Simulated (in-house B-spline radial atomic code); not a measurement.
Settings and results of a run for neutral copper. Computed with a B-spline radial code for spherical atoms: non-relativistic PBE, spin-polarised, spherical fractional occupations, point nucleus, inside a hard spherical wall at 3.39 bohr.

Command:
```bash
python run_scf.py task.json out
```
Settings:
```
Z                29
configuration    [Ar] 3d10 4s1
hamiltonian      nr
method           pbe,pbe
spin_polarised   True
wall_radius      3.39
```

Output (hartree, bohr):
```
 radial grid: 41 intervals, B-splines of order 8, outer radius 3.39 bohr

 iter        energy (Eh)    residual
    1       -1639.032715    3.68e-01
    2       -1639.618949    9.03e-02
    3       -1639.723160    4.80e-02
    4       -1639.774079    3.89e-02
    5       -1639.471760    9.21e-02
    6       -1639.826641    8.12e-03
    7       -1639.829573    4.00e-04
    8       -1639.829576    9.56e-05
    9       -1639.829576    1.04e-06
   10       -1639.829576    1.77e-07

 total energy                     -1639.82958
 kinetic                            1640.9124
 electron-nucleus                  -3935.7239
 Hartree                             722.2672
 exchange-correlation                -67.2852

 orbital      occ     eigenvalue          <r>       <r^2>       <1/r>     <1/r^3>       <r^4>       r_max
 1s up      1.000      -321.1209    0.0529046  0.00375091     28.5102           - 3.58363e-05     0.03488
 1s down    1.000      -321.1182    0.0529048  0.00375093     28.5101           - 3.58365e-05     0.03488
 2s up      1.000       -37.9077     0.238658   0.0671317     6.19291           -  0.00780889      0.1998
 2s down    1.000       -37.9078     0.238666   0.0671358     6.19258           -  0.00780958      0.1998
 2p up      3.000       -33.1952     0.207798   0.0529067     6.15532     673.911  0.00564035      0.1595
 2p down    3.000       -33.1947     0.207807   0.0529112     6.15509     673.855  0.00564111      0.1595
 3s up      1.000        -3.7917     0.724977    0.608732      1.9531           -    0.612128      0.6224
 3s down    1.000        -3.7902     0.724339    0.607338     1.95421           -    0.607571      0.6224
 3p up      3.000        -2.3314       0.7594    0.684443     1.81695     83.8816    0.848522      0.6241
 3p down    3.000        -2.3288     0.757758    0.680715     1.81957     84.0963    0.834791       0.624
 3d up      5.000         0.0752     0.988831     1.27321     1.38144     7.50264     3.68116      0.6058
 3d down    5.000         0.0877     0.970341      1.2235     1.40004     7.68592     3.41692      0.6042
 4s up      1.000         0.2335      1.93835     4.07513      0.6533           -     20.8454       1.941
```

Run time, properties included: 0.07 s on 1 thread of Arm Neoverse V1, on a shared host.
